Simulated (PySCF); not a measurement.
# Spinor energies of Ge (germanium, neutral)

Start: [Ar] 3d10 4s2 4p2; 4p3/2 filled at m_j = +1/2, +3/2. Calculated with PySCF 2.14 in x2c-TZVPall-2c with one added diffuse shell each of s, p, d type (7s8p5d1f, 63 functions): generalised Hartree-Fock with the X2C-1e Hamiltonian and a Gaussian nucleus; one run each with spin-orbit coupling (SO) switched off, then screened by Boettger's factors. This is a chosen level, not necessarily the ground level.

| spinor shell | electrons | ε, spin-free (eV) | ε, screened SO (eV) | weight of nominal j (screened SO) | rms radius, screened SO (bohr) |
| --- | --- | --- | --- | --- | --- |
| 1s1/2 | 2 | -11179.5 | -11179.3 | 1.000 | 0.0542 |
| 2s1/2 | 2 | -1454.1 | -1454.0 | 1.000 | 0.227 |
| 2p1/2 | 2 | -1265.9 | -1287.8 | 1.000 | 0.201 |
| 2p3/2 | 4 | -1265.9 | -1255.4 | 1.000 | 0.204 |
| 3s1/2 | 2 | -201.55 | -201.57 | 1.000 | 0.667 |
| 3p1/2 | 2 | -141.79 | -144.89 | 1.000 | 0.693 |
| 3p3/2 | 4 | -141.79 | -140.33 | 1.000 | 0.704 |
| 3d3/2 | 4 | -43.572 | -43.977 | 0.993 | 0.812 |
| 3d5/2 | 6 | -43.572 | -43.347 | 0.996 | 0.817 |
| 4s1/2 | 2 | -15.476 | -15.493 | 0.999 | 2.36 |
| 4p3/2 | 2 | -7.819 | -7.797 | 0.782 | 3.13 |

```json
{"quantity": "E (hartree)", "spin-free": "-2097.00651", "screened SO": "-2097.08194"}
{"quantity": "M_J", "spin-free": "2", "screened SO": "2"}
{"quantity": "⟨J²⟩", "spin-free": "6.011", "screened SO": "6.008"}
{"quantity": "⟨L²⟩", "spin-free": "2.008", "screened SO": "2.055"}
{"quantity": "⟨S²⟩", "spin-free": "2.003", "screened SO": "1.984"}
```

Each row is a mean over spinors that exchange with the open shell spreads, by up to 3.961 eV (4s1/2).

Rows whose weight is well below 1 are mixtures of j = l ± 1/2: exchange outweighs spin-orbit coupling there, and the label is only the starting occupation.

Without spin-orbit coupling the j labels of p, d and f shells carry no meaning; the spin-free column gives the mean over the occupied spinors of each nl shell.
